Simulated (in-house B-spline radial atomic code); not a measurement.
## Ionising Nd XXXIV (Nd33+) with different functionals

Computed with an all-electron radial atomic-structure program (B-spline basis): four-component Dirac-Coulomb Hamiltonian, Fermi nucleus of rms radius 4.9123 fm, spin-restricted, spherical fractional occupations for the functionals. The ionisation energy is the difference of two self-consistent energies, [Ar] 3d9 → [Ar] 3d8, without Breit or QED terms; ε is the level of the shell that loses the electron (mean over j). The electron is taken from both j subshells in proportion to 2j + 1, so the result is a j average, not the step between ground levels.

```
           method  rung  ΔSCF (eV)  -ε(3d) (eV)
LDA exchange-only   LDA     2236.5       2188.2
         LDA VWN5   LDA          ?            ?
              PBE   GGA     2239.9       2191.6
             BLYP   GGA          ?            ?
```

(1) What does BLYP give?

(2) What does LDA VWN5 give?

(3) How do they compare with the NIST value?

Results:

(1) ΔSCF 2239.7 eV, and -ε(3d) = 2191.4 eV.

(2) ΔSCF 2239.7 eV, and -ε(3d) = 2191.4 eV.

(3) NIST lists 2224 eV ± 5 (tabulated theory, ground level to ground level). Errors run from +12.5 to +15.9 eV. The correlated functionals all miss on the same side by more than they spread, so the cause is common to them (Breit-QED terms, spin polarisation, the choice among j levels, multiplet and fine-structure energies, or a listed next ion that isn't the cheapest removal here) and closeness doesn't rank the functionals.
